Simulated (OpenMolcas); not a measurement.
# Tb3+: moving or changing the point charges

Tb3+ among 6 point charges of -0.5 e arranged as an octahedron (Oh), 2.29 Å from the ion.
```
   2.2900    0.0000    0.0000  -0.50
   0.0000    2.2900    0.0000  -0.50
  -2.2900    0.0000    0.0000  -0.50
   0.0000   -2.2900    0.0000  -0.50
   0.0000    0.0000    2.2900  -0.50
   0.0000    0.0000   -2.2900  -0.50
```

```json
{
  "Program": "OpenMolcas",
  "Method": "CASSCF",
  "Basis": "ANO-RCC-VTZP [8s7p5d3f2g1h]",
  "Scalar Hamiltonian": "DKH2, point nucleus",
  "Active space": "8 electrons in 7 orbitals (4f)",
  "State averaging": "2S+1 = 7 even, 7 roots; 2S+1 = 5 even, 62 roots kept (CI in the orbitals of an earlier block); 2S+1 = 3 even, 3 roots kept (CI in the orbitals of an earlier block, 0 in the spin-orbit step)",
  "Spin-orbit coupling": "state interaction with AMFI integrals over the reference wave functions"
}
```

Runs around this geometry, states (labels of O, the rotations of Oh). Energies in cm-1 above the lowest state or level, χT in cm3 K/mol.

```json
{"R (Å)": "2.29", "Ground state": "7A2", "First state of that spin": "7T2 128.1", "First gap with spin-orbit (degeneracies)": "12.9 (1, 3)", "Width of lowest J": "111", "χT at 300 K": "11.777"}
{"R (Å)": "2.51", "Ground state": "7A2", "First state of that spin": "7T2 83.5", "First gap with spin-orbit (degeneracies)": "8.3 (1, 3)", "Width of lowest J": "70", "χT at 300 K": "11.789"}
{"R (Å)": "2.64", "Ground state": "7A2", "First state of that spin": "7T2 65.8", "First gap with spin-orbit (degeneracies)": "6.5 (1, 3)", "Width of lowest J": "54", "χT at 300 K": "11.793"}
```

Taking the width of the lowest J multiplet as R^-n, n = -ln(54 / 111) / ln(2.64 / 2.29) = 5.1 between the shortest and longest distance.

High states are left out of the spin-orbit mixing, which shifts the levels that they would mix with. This is an electrostatic model: the charges have no orbitals. No measured value stands beside these numbers.
